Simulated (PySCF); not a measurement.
Heteronuclear NMR

Geometry:
```
atom   x (Å)   y (Å)   z (Å)
  C1   2.297   0.318   0.400
  O2   0.996  -0.168   0.335
  C3   0.055   0.794  -0.036
  C4  -1.338   0.169  -0.111
  C5  -1.336  -0.945  -1.159
  C6  -2.328   1.262  -0.509
  C7  -1.711  -0.404   1.257
  H8   2.402   1.127   1.151
  H9   2.957  -0.512   0.688
 H10   2.641   0.718  -0.575
 H11   0.318   1.232  -1.022
 H12   0.048   1.631   0.695
 H13  -0.590  -1.711  -0.908
 H14  -1.092  -0.547  -2.158
 H15  -2.325  -1.427  -1.221
 H16  -2.339   2.082   0.227
 H17  -2.079   1.692  -1.493
 H18  -3.349   0.856  -0.571
 H19  -0.984  -1.167   1.569
 H20  -1.726   0.385   2.026
 H21  -2.711  -0.866   1.228
```

PySCF 2.14 calculation with σ from GIAO-PBE0/pcSseg-1, J: B3LYP/pcJ-1 (without the spin–dipole term) and PBE0-D3(BJ)/def2-SVP structure; non-relativistic, a single conformation, no solvent, rapidly exchanging positions averaged.

Question: What are the 17O shifts?

Answer: 
```json
{"atoms": "O2", "environment": "ether oxygen", "σ (ppm)": "311.2", "δ (ppm)": "-13.5"}
```

Shieldings were converted by a linear fit to measured shifts: 17O: δ = 264.06 − 0.892σ (rms 13.4 ppm, 147 shifts, 14.2 ppm with the 1 outlier that the fit left out vs liquid water, solution or neat liquid). A few per cent of atoms miss by over 2 rms, more outside the fitted compound classes. Couplings are scaled by factors fitted to measured values: 2J(H,H) × 0.91 (rms 0.6 Hz); all others are unscaled and can be 10–30 % off.

Couplings (the largest are listed; each averaged over equivalent pairs; quadrupolar broadening usually hides them): 1J(O2,C3) = 22.9 Hz, 1J(C1,O2) = 22.8 Hz, 2J(O2,C4) = -7.3 Hz, 2J(O2,H8) = -6.8 Hz, 2J(O2,H11) = -3.1 Hz, 3J(O2,C5) = -1.9 Hz.

On a 600 MHz spectrometer 17O resonates near 81.3 MHz, so 1 ppm is 81.3 Hz.
